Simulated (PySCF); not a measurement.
C3H5BF2S.
SMILES with atom numbers: `[CH2:1]=[C:2]([S:3][CH3:4])[B:5]([F:6])[F:7]` (hydrogens: H8, H9 on C1; H10, H11, H12 on C4)

Computed by this run: PySCF, PBE0-D3(BJ)/def2-SVP geometry optimisation, gas phase; density fitting, grid level 1; the optimiser is geomeTRIC in internal coordinates, started from a GFN2-xTB structure with every atom displaced at random (about 0.01 Å).

Step 2: E = -20117.0358 eV
```
atom  x, y, z in Å  |  force x, y, z in eV/Å
C1     -0.0407   -1.2971    0.1601   -0.062  -0.153   0.021
C2     -0.6921   -0.1244    0.0385    0.098   0.084  -0.117
S3      0.0749    1.4448   -0.1145   -0.037   0.088  -0.034
C4      1.8237    1.0261   -0.1009   -0.006   0.027   0.071
B5     -2.2514   -0.1117   -0.0273   -0.039  -0.088   0.192
F6     -2.9558    0.9890   -0.1927    0.149   0.035  -0.059
F7     -2.9353   -1.2328    0.1092    0.032  -0.026  -0.026
H8     -0.6067   -2.2289    0.2401   -0.026   0.027  -0.011
H9      1.0491   -1.3821    0.1787   -0.044   0.000   0.036
H10     2.0663    0.3074   -0.8988    0.014   0.053  -0.024
H11     2.3717    1.9633   -0.2735   -0.044  -0.023  -0.037
H12     2.1358    0.6160    0.8724   -0.035  -0.023  -0.012
```

Step 3: E = -20117.0400 eV
```
atom  x, y, z in Å  |  force x, y, z in eV/Å
C1     -0.0642   -1.3440    0.1581    0.089   0.104  -0.109
C2     -0.6708   -0.1490    0.0164   -0.015   0.029   0.015
S3      0.0711    1.4315   -0.1580   -0.050  -0.081   0.047
C4      1.8269    1.0626   -0.0943   -0.017  -0.113   0.047
B5     -2.2254   -0.1182   -0.0131   -0.032   0.013   0.035
F6     -2.8901    1.0027   -0.1998   -0.064   0.003  -0.016
F7     -2.9325   -1.2207    0.1489    0.004   0.026  -0.002
H8     -0.6748   -2.2440    0.2472   -0.029  -0.035   0.024
H9      1.0184   -1.4797    0.1565    0.081   0.015   0.063
H10     2.1003    0.3603   -0.8939    0.074  -0.031  -0.028
H11     2.3484    2.0124   -0.2607    0.028   0.065  -0.016
H12     2.1322    0.6556    0.8841   -0.069   0.005  -0.060
```

**Question.** Estimate the geometry and energy of step 4. (The exact step hangs on the optimiser's Hessian estimate; all steps are aligned on step 3, rigid shifts and turns removed.)

**Answer.** E = -20117.0463 eV, largest force 0.070 eV/Å
```
atom  x, y, z in Å  |  force x, y, z in eV/Å
C1     -0.0476   -1.3205    0.1593   -0.014  -0.001  -0.003
C2     -0.6777   -0.1376    0.0189    0.019  -0.005   0.039
S3      0.0680    1.4390   -0.1426   -0.009  -0.003  -0.013
C4      1.8191    1.0422   -0.1023    0.000   0.007   0.007
B5     -2.2341   -0.1166   -0.0123    0.010  -0.013  -0.068
F6     -2.9058    0.9990   -0.2090   -0.031  -0.011   0.025
F7     -2.9341   -1.2246    0.1423    0.009   0.032   0.025
H8     -0.6435   -2.2321    0.2449    0.009  -0.018   0.013
H9      1.0388   -1.4316    0.1907    0.001   0.003  -0.006
H10     2.0888    0.3570   -0.9198    0.009  -0.005  -0.012
H11     2.3534    1.9909   -0.2425    0.010   0.014   0.005
H12     2.1140    0.6045    0.8639   -0.014   0.001  -0.011
```

The energy changes by -0.0063 eV. The first-order estimate −F·Δx gives -0.0118 eV and the mean of the old and new forces, exact on a quadratic surface, -0.0057 eV. The step makes an angle of 70° with the force vector and moves no atom by more than 0.062 Å.

What follows is the cost of the whole optimisation. Hardware: Arm Neoverse N1, one thread, shared host with 64 logical CPUs at a one-minute load of 41. Cost: 84 s, 0.53 GiB resident at most.
